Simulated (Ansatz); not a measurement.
Z-matrix (Å, degrees):
```
Si
O 1 1.614
F 1 1.576 2 113.7
N 1 1.698 2 102.0 3 -118.6
F 1 1.576 2 113.8 3 122.8
H 4 1.008 1 120.6 2 74.5
H 4 1.008 1 120.6 2 -74.8
```

Total charge 0; spin multiplicity 2.

Q: List the PBE/def2-TZVPP orbital energies in eV (the Gaussian-basis code of Ansatz). (Best estimate.)

A: The calculation gave: α occupied: -1781.58, -660.26, -660.26, -510.81, -382.10, -139.10, -95.88, -95.85, -95.80, -30.34, -29.82, -24.08, -22.82, -14.19, -13.89, -12.45, -12.08, -11.24, -10.73, -10.47, -10.13, -9.59, -8.90, -7.76, -7.62. α empty: -0.67, 0.99, 1.09, 1.57, 2.18, 3.48, 4.74, 5.14. β occupied: -1781.58, -660.26, -660.26, -510.38, -381.93, -139.10, -95.89, -95.86, -95.81, -30.33, -29.81, -23.19, -22.31, -14.11, -13.78, -12.35, -12.07, -11.18, -10.66, -10.45, -10.13, -8.89, -8.00, -7.23. β empty: -6.12, -0.58, 1.01, 1.23, 1.59, 2.29, 3.59, 4.77. ⟨S²⟩ = 0.754.
